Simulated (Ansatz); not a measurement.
Isolated molecules relaxed with PBE0-D4/def2-TZVP in Ansatz; ΔE leaves out vibrations. CCSD(T)/CBS adds triple-zeta CCSD(T) − MP2 to the extrapolated MP2 energy (def2 sets, frozen cores). For Zn outer-core shells are correlated without core-valence functions, which leaves a few kJ/mol of doubt a bond. Scalar relativity is left out up to krypton. Each species was taken in one conformer, which may not be the lowest.

Consider the redistribution: `C[SiH2][S][Zn][F]` + `BS[SiH2]C` → `BS[SiH2][SiH2]C` + `C[S][Zn][F]`.

`C[SiH2][S][Zn][F]`:

Cartesian coordinates in Å:
```
C -0.938 0.937 -0.360
Si -0.723 -0.708 0.494
S 1.085 -0.812 1.645
Zn 2.477 -0.422 0.073
F 3.623 -0.090 -1.205
H -0.167 1.099 -1.119
H -0.885 1.756 0.361
H -1.909 0.978 -0.860
H -0.757 -1.802 -0.514
H -1.805 -0.936 1.484
```

`BS[SiH2]C`:

```xyz
11

B    -0.047    2.043   -1.622
S    -1.083    0.977   -0.655
Si    0.413   -0.326    0.205
C    -0.454   -1.557    1.301
H     1.139    1.900   -1.648
H    -0.586    2.906   -2.244
H     1.139   -1.004   -0.899
H     1.372    0.503    0.978
H     0.271   -2.236    1.757
H    -0.997   -1.050    2.102
H    -1.167   -2.154    0.728
```

`BS[SiH2][SiH2]C`:

```xyz
14

B     0.655    2.672    0.135
S     0.001    1.748    1.499
Si   -1.427    0.475    0.474
Si   -0.262   -1.066   -0.845
C     0.966   -2.010    0.209
H     1.493    3.481    0.388
H     0.269    2.494   -0.981
H    -2.191   -0.207    1.554
H    -2.365    1.329   -0.301
H    -1.236   -1.993   -1.489
H     0.438   -0.314   -1.923
H     1.545   -2.706   -0.402
H     0.454   -2.582    0.986
H     1.660   -1.321    0.696
```

`C[S][Zn][F]`:

Cartesian coordinates in Å:
```
C -0.668 -0.467 0.822
S -0.912 -0.049 -0.937
Zn 0.991 0.768 -1.479
F 2.539 1.439 -1.943
H -0.451 0.415 1.422
H -1.613 -0.893 1.160
H 0.114 -1.213 0.956
```

| species | CCSD/CBS(def2) energy (Eh) |
| --- | --- |
| `C[SiH2][S][Zn][F]` | -2606.15578 |
| `BS[SiH2]C` | -753.93281 |
| `BS[SiH2][SiH2]C` | -1044.20588 |
| `C[S][Zn][F]` | -2315.82991 |

Problem. Work out ΔE.

Solution. ΔE = (-1044.20588) + (-2315.82991) − (-2606.15578) − (-753.93281) = 0.05280 Eh = +138.6 kJ/mol. CCSD(T)/CBS gives +137.4 kJ/mol.

Largest T1 diagnostic among the species: 0.015.

From PBE to PBE0 (25 % exact exchange), in def2-TZVPP and without D4, ΔE moves by +8.5 kJ/mol.
